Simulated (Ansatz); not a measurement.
System: AlSiH₅, charge 0, singlet. AlSiH5 (SMILES [AlH2][SiH3]).
B3LYP-D3(BJ)/def2-TZVP minimum from Ansatz (a program for electronic structure):
```
Si
H 1 1.4859
H 1 1.4872 2 107.69
H 1 1.4893 2 107.20 3 114.69
Al 1 2.4600 2 113.14 4 121.26
H 5 1.5833 1 121.27 2 -17.12
H 5 1.5835 6 118.81 1 178.97
```

Total energies in cc-pV(D+d)Z, 12 correlated electrons, 10 frozen orbitals. Radicals and triplets start from unrestricted determinants; spin-orbit coupling is neglected. Cores are frozen in correlated methods. No relativity.

```json
[
 {"method": "HF", "program": "Ansatz", "energy (Eh)": "-533.73994", "minus CCSDT(Q) (mEh)": "226.29"},
 {"method": "MP2", "program": "Ansatz", "energy (Eh)": "-533.91394", "minus CCSDT(Q) (mEh)": "52.29"},
 {"method": "CCSD", "program": "Ansatz", "energy (Eh)": "-533.96035", "minus CCSDT(Q) (mEh)": "5.88"},
 {"method": "CCSD(T)", "program": "Ansatz", "energy (Eh)": "-533.96499", "minus CCSDT(Q) (mEh)": "1.24"},
 {"method": "CCSDT(Q)", "program": "Ansatz", "energy (Eh)": "-533.96623", "minus CCSDT(Q) (mEh)": "0.00"}
]
```

Rough core times of Ansatz's runs on a shared machine: CCSD(T) under 20 s, CCSDT(Q) 2 min.
